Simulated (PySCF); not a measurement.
# SiW: one state, many levels of theory

State: ⁵Π (quintet), unpaired electrons σ ↑, π ↑, δ ↑↑. Set-up: basis Si def2-TZVPPD, W def2-TZVPPD with ECP60; scalar-relativistic core potentials; PySCF 2.14. De refers to Si + W (5d4 6s2) in their high-spin ground configurations, without counterpoise correction. The functionals are run spin-unrestricted. A positive dipole means Si(−)W(+). Levels whose curve was spin-contaminated or gave no clean fit are not listed.

```
       Level  Re (Å)  ωe (cm⁻¹)  De (eV)  μ (D)
   ROHF-CCSD   2.314        412      n/a    n/a
ROHF-CCSD(T)   2.322        415      n/a    n/a
         PBE   2.325        401      n/a   2.13
        PW91   2.323        402      n/a   2.11
        BLYP   2.339        396      n/a   1.82
       M06-L   2.319        407      n/a   1.95
```

Correlated steps freeze 5 core orbitals. De is left out where the level can put another filling of the metal’s s and d shells below the measured ground configuration, by anything from nothing to about 1 eV. Spin–orbit coupling is left out, which matters for elements this heavy, above all for dissociation energies. The CCSD T1 diagnostic is raised, a sign that a single reference may not be enough here. The state is the lowest single determinant that the PBE0 search found; with open d or f shells the true ground state can be another one.

The whole job (state search and all levels along the bond) took about 29 min on 2 threads of Arm Neoverse V2 (shared host), peak memory 5.8 GiB.
